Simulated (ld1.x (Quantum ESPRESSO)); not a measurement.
**What one change does to a pseudopotential (phosphorus (P), PAW)**

```
Element                 : phosphorus
Generator               : ld1.x (Quantum ESPRESSO) 7.5
Type                    : PAW
Functional              : revPBE
Relativity              : scalar-relativistic
Frozen core             : [Ne]
Valence charge          : 5
Reference configuration : 3s2 3p3
Partial waves           : 3s (bound): rcut 1.15, rcutus 1.40 bohr; 3s channel at -0.25 Ry: rcut 1.15, rcutus 1.40 bohr; 3p (bound): rcut 1.70, rcutus 2.05 bohr; 3p channel at 0.35 Ry: rcut 1.70, rcutus 2.05 bohr; 3d channel at 0.45 Ry: rcut 1.45, rcutus 1.60 bohr; 3d channel at 2.2 Ry: rcut 1.45, rcutus 1.60 bohr
Local potential         : all-electron potential smoothed inside 1.70 bohr (lloc = -1)
Core correction         : Bessel-smoothed model core inside 1.35 bohr
Augmentation charge     : PSQ, inside the norm-conserving radii
```

All-electron outer shells of the reference configuration (revPBE, scalar-relativistic, ld1.x):

| shell | level (eV) | outermost node (bohr) | outermost maximum (bohr) |
| --- | --- | --- | --- |
| 2s | -174.10 | 0.14 | 0.42 |
| 2p | -124.45 | – | 0.36 |
| 3s | -13.94 | 0.65 | 1.58 |
| 3p | -5.48 | 0.64 | 1.83 |

Change: local potential all-electron potential smoothed inside 1.06 bohr (lloc = -1).

Cutoffs: the cutoffs (Ry, on a coarse ladder) from which the occupation-weighted sum of valence levels, in a spherical-Bessel basis at the reference potential, stays within 10 and 1 mRy of its value at 400 Ry; they do not see the model core or the augmentation charge, which bear on the density cutoff. Errors are all-electron minus pseudo energies relative to the spin-unpolarised reference configuration.

Question: How do hardness, ghosts and transferability respond?

Answer: The potential gets neither clearly harder nor softer (18 Ry and 25 Ry → 15 Ry and 35 Ry); a bound ghost appears in s, which as a rule spoils a file; the errors of the 7 common tests hardly move; the range in which the s phases agree widens (upper end 3.4 → at the end of the scan). A state that the projectors do not describe sees the local part alone, so a deeper or shallower local part can create or remove a ghost.

```csv
quantity,base,changed
"cutoff, loose",18 Ry,15 Ry
"cutoff, tight",25 Ry,35 Ry
loose cutoff by channel (10 mRy a level),"s 15 Ry, p 10 Ry","s 12 Ry, p 10 Ry"
bound ghosts,none,s
"error for 3s2 3p2, meV [ΔE 9.71 eV]",-1.2,-1.2
"error for 3s2 3p1, meV [ΔE 28.83 eV]",-8.5,-8.6
"error for 3s2 3p0, meV [ΔE 58.53 eV]",-37,-39
"error for 3s1 3p3, meV [ΔE 18.82 eV]",-2.0,-2.0
"error for 3s2 3p3.3, meV [ΔE -1.30 eV]",+0.1,+0.1
"error for 3s1 3p0, meV [ΔE 110.43 eV]",-129,-129
"error for 3s2 3p2.5, meV [ΔE 3.76 eV]",-0.3,-0.4
s: phases at 2.25 bohr within 0.05 rad from the reference energy up to (Ry; the scan ends near 5),3.4,to the end of the scan
p: phases at 2.25 bohr within 0.05 rad from the reference energy up to (Ry; the scan ends near 5),4.5,4.1
d: phases at 2.25 bohr within 0.05 rad from the reference energy up to (Ry; the scan ends near 5),to the end of the scan,4.9
lowest overlap eigenvalue by channel,"s 0.52, p 0.83, d 0.97","s 0.50, p 0.64, d 0.96"
```

 A true bound ghost makes a file unfit for plane-wave use even where its test errors are small: the radial tests pick states by their node count and pass the ghost by.
